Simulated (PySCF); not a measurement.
Structure problem from calculated spectra and properties.

Formula: C5H7B2F2N.

* 13C NMR: chemical shifts (computed TMS as zero) by class: 142.1 (2 C), 129.4 (1 C), 120.1 (2 C) ppm [GIAO KT2/pcSseg-1]
* Valence photoelectron: vertical ionisation energy: 9.24 eV [ΔSCF wB97X-D/def2-SVPD]
* NMR, other nuclei: isotropic shieldings of nuclei other than C and H, by class: 67 (1 B), 120 (1 B), -9 (1 N), 214 (2 F) ppm [GIAO KT2/pcSseg-1]
* Triplet: lowest triplet excitation (Tamm–Dancoff): 3.84 eV [TDA wB97X-D/def2-SVPD]
* Dipole: 7.59 D [wB97X-D/def2-SVPD]
* 1H NMR: chemical shifts (computed TMS as zero) by class: 8.41 (2 H), 7.36 (1 H), 7.01 (2 H), 3.15 (2 H) ppm [GIAO KT2/pcSseg-1]
* Rotational structure: rotational constants A, B, C: 3.187, 0.726, 0.656 GHz [PBE0-D3(BJ)/def2-SVP]
* Polarisability: 95.2 au [wB97X-D/def2-SVPD]
* UV, first state: lowest singlet excitation: 4.73 eV (262 nm, f = 0.162) [TDDFT wB97X-D/def2-SVPD]

Gas-phase values; electronic properties from PySCF, density fitting. Levels stand in brackets. One conformer (not necessarily the lowest) at the PBE0-D3(BJ)/def2-SVP geometry, without solvent, vibrations or thermal averaging. NMR values are class means; diastereotopic atoms form classes of their own.

**Question.** Propose a structure and show how it fits.

**Answer.** Numbering: `[F:1][B:2]([F:3])[BH2-:4][n+:5]1[cH:6][cH:7][cH:8][cH:9][cH:10]1`. 5 carbons fall into 3 classes; from least to most shielded: aromatic CH next to a ring nitrogen [C6/C10] (142.1 ppm, 2 C), aromatic CH carbon [C8] (129.4 ppm), aromatic CH carbon [C7/C9] (120.1 ppm, 2 C). Hydrogen classes from least to most shielded: 2 H on 2 like atoms (aromatic CH next to a ring nitrogen), C6/C10 (8.41 ppm), 1 H on an aromatic CH carbon, C8 (7.36 ppm), 2 H on 2 aromatic CH carbons, C7/C9 (7.01 ppm), 2 H on a four-coordinate boron, B4 (3.15 ppm, a mean of values up to 0.7 ppm apart in this geometry). The other shieldings belong to: 67 ppm, three-coordinate boron [B2]; 120 ppm, four-coordinate boron [B4]; -9 ppm, nitrogen bonded to B and 2 C [N5]; 214 ppm, boron-bound fluorine [F1/F3]. S1 is mainly HOMO→LUMO (weight 0.97); the largest Löwdin shares of the orbital it empties are 0.32 on the four-coordinate boron, 0.21 on the three-coordinate boron, 0.11 on a B–H hydrogen and 0.07 on the nitrogen bonded to B and 2 C, of the orbital it fills 0.24 on an aromatic CH carbon, 0.21 on the nitrogen bonded to B and 2 C and 0.12 on each of 2 atoms of one kind (aromatic CH next to a ring nitrogen). The optimised geometry has point group C1 and is an asymmetric top. Structure: `FB(F)[BH2-][n+]1ccccc1`. The assignments are read from this structure; whether some other isomer fits the data as well wasn't checked.

Shape of the structure used: `[F:1][B:2]([F:3])[BH2-:4][n+:5]1[cH:6][cH:7][cH:8][cH:9][cH:10]1`: F1–B2–B4–N5 -168°, B2–B4–N5–C6 113°.
